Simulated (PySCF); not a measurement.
**Substituent effects on chemical shifts**

Parent skeleton `[CH2:1]1[CH2:2][SiH2:3][CH2:4]1`; one hydrogen on atom 3 is replaced by X. Hydrogens on one atom are averaged.

- geometry from PBE0-D3(BJ)/def2-SVP
- GIAO PBE0/pcSseg-1 shieldings
- run in PySCF 2.14
- averaged over atoms made equivalent by symmetry, fast rotation or ring inversion, relativity neglected, one conformer, no solvent

δ = σ(ref) − σ, references computed at the same level: ¹³C (184.41 ppm), ²⁹Si (351.99 ppm), ¹H (31.27 ppm) vs TMS.

Parent (X = H): C1 25.2, C2/C4 11.5, Si3 -23.9, H(C1) 2.30, H(C2)/H(C4) 1.17, H(Si3) 4.87 ppm. Effects are Δδ = δ(X) − δ(H), positive for deshielding.

Q: Give Δδ (ppm) for X = SH, N=CH2, CF=CF2.

A: 
```tsv
X	SMILES	C1	C2/C4	Si3	H(C1)	H(C2)/H(C4)	H(Si3)
SH	S[SiH]1CCC1	-5.9	+9.6	+32.6	-0.29	+0.23	+0.51
N=CH2	C=N[SiH]1CCC1	-5.4	+4.5	+33.5	-0.15	+0.25	+0.29
CF=CF2	FC(F)=C(F)[SiH]1CCC1	-3.4	+1.3	+7.4	-0.14	+0.23	+0.27
```

Q: Which position responds most, and to which substituents?

A: Si3: from +7.4 ppm with CF=CF2 to +33.5 ppm with N=CH2.
